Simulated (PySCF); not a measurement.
Computed IR spectrum (relative IR intensity) of a molecule C5H7F. Coordinates come from a PBE-D3(BJ)/def2-SVP optimisation. Other conformers were not sampled. Computed with PBE-D3(BJ)/def2-SVP (PySCF). Harmonic, unscaled wavenumbers; measured fundamentals usually lie a few per cent lower.

Lines under 2 % of the strongest are left out, and lines within 2 cm⁻¹ are merged.

ν (cm⁻¹): 337 (w), 513 (w), 591 (vw), 754 (w), 815 (vs), 889 (s), 923 (m), 974 (w), 1165 (vs), 1318 (s), 1338 (w), 1366 (vw), 1374 (m), 1400 (m), 1418 (m), 1630 (vs), 1672 (m), 2970 (m), 3043 (w), 3085 (w), 3092 (w), 3119 (vw), 3198 (vw) (against the strongest line: vs over 80 %, s over 45 %, m over 15 %, w over 4 %, vw less)

Q: Which molecule gave these data?
(A) F/C=C\C1CC1
(B) C[C@@H]1C=C[C@@H]1F
(C) C/C=C/C=C\F
(D) C=C(C)C(=C)F

A: D, C=C(C)C(=C)F
